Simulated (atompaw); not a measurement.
# europium: PAW (atompaw) pseudisation with PBE, scalar-relativistic reference atom.

Eu, PAW, made with atompaw 4.2.0.5 (PBE, scalar-relativistic). Core [Kr] 4d10, reference 4f7 5s2 5p6 5d0 6s1 6p0 (charge +1). Waves: 5s (bound): rc 1.55 bohr; 6s (bound): rc 2.35 bohr; 5p (bound): rc 2.05 bohr; 6p (bound, empty): rc 2.75 bohr; 5d (bound, empty): rc 2.10 bohr; 5d channel at 0.5 Ry: rc 2.10 bohr; 4f (bound): rc 1.15 bohr; 4f channel at 0.45 Ry: rc 1.15 bohr. Local part: troulliermartins scheme with l = 4 at 0 Ry, radius 2.25 bohr. Core correction: smooth core density matched at 1.95 bohr. Augmentation charge: besselshape compensation charge, radius 2.65 bohr; PAW radius 2.75 bohr; waves and projectors: custom polynom gramschmidtortho.

All-electron outer shells of the reference configuration (PBE, scalar-relativistic, ld1.x):

```
shell  level (eV)  outermost node (bohr)  outermost maximum (bohr)
   4p     -264.49                   0.30                      0.55
   4d     -141.00                   0.27                      0.57
   5s      -50.91                   0.67                      1.23
   5p      -30.01                   0.72                      1.41
   4f       -8.90                      –                      0.60
   6s       -8.53                   1.66                      3.38
   5d       -7.13                   0.82                      2.08
   6p       -5.34                   1.99                      4.35
```

Question: Does the generator finish with these settings?

Answer: Yes, a potential is produced.

Question: Estimate the cutoffs (Ry, on a coarse ladder) from which the occupation-weighted sum of valence levels, in a spherical-Bessel basis at the reference potential, stays within 10 and 1 mRy of its value at 400 Ry.

Answer: 160 Ry and 230 Ry.

Question: What does a ghost test show?

Answer: No extra level below or beside the all-electron valence levels (s, p, d, f tested).

Question: Is the overlap operator S = 1 + Σ q|β⟩⟨β| positive definite (Bessel basis up to 400 Ry)?

Answer: Yes: its lowest eigenvalue is 0.50 (s channel).

Question: Which valence shell sets the plane-wave cutoff?

Answer: 4f: its level needs 160 Ry to come within 1 mRy, against 30 Ry for 5s.
